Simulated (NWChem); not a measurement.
SnHOF, singlet; SMILES [OH][Sn][F]

```xyz
4

Sn     0.3695     0.0310     0.0000
F     -0.8606    -1.5009     0.0000
O     -1.0951     1.3742     0.0000
H     -1.9713     0.9642     0.0000
```
Atoms are numbered in this order, from 1.

Program: NWChem. Low-valent species are run as closed-shell singlets; no triplet was tried in these runs. Geometry: optimised at PBE0/def2-SVP. def2 effective core potentials on Sn; no spin-orbit coupling.

For level TPSS/def2-SVP (core potentials):

* **highest occupied level (eV)**: -6.74
* **orbital gap (eV)**: 3.95
* **dipole (D)**: 1.37

How do the values read with level TPSS/STO-3G (all-electron, non-relativistic) instead?

highest occupied level (eV): -2.12
orbital gap (eV): 3.31
dipole (D): 1.07
